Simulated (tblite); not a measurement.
Start geometry of `CCC1=NC(C(F)(F)F)=NC=N1` from a force field or distance geometry (Å):
```
atom  x, y, z in Å
C1    -2.319    1.135   -0.621
C2    -2.124   -0.336   -0.532
C3    -0.660   -0.625   -0.339
N4    -0.269   -1.904   -0.241
C5     1.024   -2.252   -0.059
N6     1.935   -1.252   -0.014
C7     1.564    0.051   -0.122
C8     2.640    1.081   -0.042
F9     3.712    0.571    0.682
F10    2.999    1.342   -1.356
F11    2.210    2.220    0.601
N12    0.255    0.354   -0.282
H13   -3.393    1.412   -0.841
H14   -1.649    1.531   -1.402
H15   -2.095    1.608    0.385
H16   -2.671   -0.785    0.335
H17   -2.494   -0.855   -1.449
H18    1.327   -3.291    0.019
```

What comes out of this run: GFN2-xTB geometry optimisation, gas phase (tblite 0.8.0)?

```
atom  x, y, z in Å
C1    -2.2977    1.1761   -0.6035
C2    -2.0490   -0.3226   -0.5284
C3    -0.6176   -0.6664   -0.3264
N4    -0.2875   -1.9538   -0.2254
C5     0.9897   -2.2152   -0.0646
N6     1.9546   -1.3068    0.0052
C7     1.5251   -0.0636   -0.0940
C8     2.5666    1.0396   -0.0454
F9     3.6617    0.6789    0.6236
F10    2.9542    1.3804   -1.2842
F11    2.0945    2.1470    0.5333
N12    0.2766    0.3185   -0.2602
H13   -3.3545    1.3712   -0.7619
H14   -1.7314    1.6132   -1.4206
H15   -1.9842    1.6598    0.3170
H16   -2.6185   -0.7762    0.2874
H17   -2.3777   -0.8210   -1.4449
H18    1.2865   -3.2526    0.0169
```

The energy falls by 80.6 kJ/mol over 44 L-BFGS steps, the largest force on an atom goes from 4.50 to 0.008 eV/Å, and the atoms move by 0.095 Å rms after alignment. The bond that changes most is C8–F9 (CF3 carbon to fluorine of a CF3 group), which shortens by 0.057 Å. Bonds longer at the end by more than 0.005 Å: 2 of 18; shorter: 15. Among the angles that change most is N4–C5–N6, from 117.3° to 125.3°. Among the dihedrals that turn most is H15–C1–C2–H16, from 51° to 61°. Rotational constants go from 1535, 654.8, 508.7 to 1561, 684.0, 521.9 MHz. The orientation of the end geometry is arbitrary; only internal coordinates are fixed.

Its lowest GFN2-xTB frequency is 7 cm⁻¹, too small to tell a flat minimum from a shallow saddle. The numbers are those of one conformer. 2 starts were optimised and ended at 0.00 and 0.13 kcal/mol (GFN2-xTB); the lowest of these is shown.

All values are computed, not measured.
